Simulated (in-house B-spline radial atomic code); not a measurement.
Computed with a B-spline radial atomic code. Model: two electrons, singlet ground state, non-relativistic, full CI in B-splines with partial waves to l = 8 (at full coupling up to 3e-4 hartree above the limit, correlation up to 0.6 % small), density held at that of full coupling by Lieb maximisation.

W(λ) is the mean repulsion in the state of coupling λ less the Hartree energy of the fixed density. Its start is exact exchange, its initial slope is twice the second-order Görling-Levy correlation energy, and its area from 0 to 1 is E_xc. A straight curve means weak, dynamic correlation, and a curve that drops fast and flattens means strong correlation.

Command:
```bash
python run_ac.py task.json out
```
Settings (lengths in bohr, energies in hartree):
```
potential              harmonic
strength               0.1
lmax                   8
```

Run time, properties included: 14 s on 1 thread of Intel(R) Xeon(R) Processor @ 2.30GHz, on a shared host.

**W = mean repulsion less Hartree energy, and W of three functionals.**

Given: confinement harmonic well; well frequency 0.1 hartree; external potential omega^2 r^2/2.

Computed: LDA exchange minus exact 29.858 millihartree; SCAN exchange minus exact -0.12589 millihartree.

```csv
coupling,W xc (hartree),W xc minus exchange (millihartree),kinetic minus Kohn-Sham (millihartree),LDA (PW92) W minus its exchange (millihartree),PBE W minus its exchange (millihartree),SCAN W minus its exchange (millihartree)
0,-0.21096,0,0,0,0,0
0.02,-0.213,-2.044,0.02,-8.36,-3.38,-1.85
0.05,-0.2159,-4.942,0.12,-15.94,-7.62,-4.43
0.12,-0.22195,-10.99,0.63,-27.97,-15.56,-9.8
0.25,?,?,?,?,?,?
0.4,-0.23894,-27.984,4.83,-54.06,-35.8,-25.54
0.6,-0.24667,-35.715,8.65,-64.94,-45.04,-33.33
0.8,-0.25232,-41.364,12.58,-72.98,-52.06,-39.36
1,-0.25663,-45.671,16.43,-79.27,-57.65,-44.16
1.4,-0.2628,-51.835,23.75,-88.64,-66.12,-51.32
2,-0.26872,-57.755,33.67,-98.21,-74.89,-58.37
3,?,?,?,?,?,?
4.5,-0.27962,-68.658,66.58,-117.67,-93.04,-70.56
7,-0.28423,-73.265,92.47,-126.67,-101.54,-74.74
10,-0.28736,-76.402,118.73,-133.07,-107.61,-77.09
```

(1) What belongs in the row 0.25?

(2) What belongs in the row 3?

(3) What is the PBE exchange minus exact?

**Energy parts, natural occupations and partial-wave weights.**

Computed: total energy 0.5000 hartree; exchange energy -0.21096 hartree; correlation energy -0.029237 hartree; kinetic part over minus potential part 0.35985; Hartree energy 0.42192 hartree; Kohn-Sham kinetic 0.1096 hartree; Lieb Oxford ratio E_xc over LDA exchange 1.3263.

```json
{"natural": "s", "occupation of the shell (electrons)": "1.8212"}
{"natural": "p", "occupation of the shell (electrons)": "0.16939"}
{"natural": "s", "occupation of the shell (electrons)": "0.0080511"}
{"natural": "d", "occupation of the shell (electrons)": "?"}
{"natural": "p", "occupation of the shell (electrons)": "0.00027839"}
{"natural": "f", "occupation of the shell (electrons)": "0.00010273"}
```

(4) What belongs in the row d?

```csv
wave,weight
s,0.91462
p,0.08484
d,?
f,5.6476e-05
g,1.2338e-05
```

(5) What belongs in the row d?

(6) What is the initial slope twice GL2?

(7) What is the kinetic part of the DFT correlation energy?

Results:

(1) W xc (hartree): -0.23103; W xc minus exchange (millihartree): -20.067; kinetic minus Kohn-Sham (millihartree): 2.28; LDA (PW92) W minus its exchange (millihartree): -42.58; PBE W minus its exchange (millihartree): -26.51; SCAN W minus its exchange (millihartree): -18.03.

(2) W xc (hartree): -0.2746; W xc minus exchange (millihartree): -63.636; kinetic minus Kohn-Sham (millihartree): 48.1; LDA (PW92) W minus its exchange (millihartree): -108.39; PBE W minus its exchange (millihartree): -84.34; SCAN W minus its exchange (millihartree): -65.22.

(3) 8.7978 millihartree.

(4) occupation of the shell (electrons): 0.00089193.

(5) weight: 0.00046485.

(6) -0.10448 hartree.

(7) 0.016435 hartree.

Half-way to full coupling W has made 70 % of its drop, against 50 % for a straight line, and second-order (GL2) theory, half the initial slope, overshoots the correlation energy by about 79 %: correlation is strong. Over couplings 0 to 1 the errors in E_xc come to about +4.2 millihartree for LDA, +0.7 millihartree for PBE, +1.8 millihartree for SCAN, so PBE is nearest. In LDA and PBE and SCAN the errors of exchange and correlation have opposite signs, so the sum is smaller than the larger of the two.
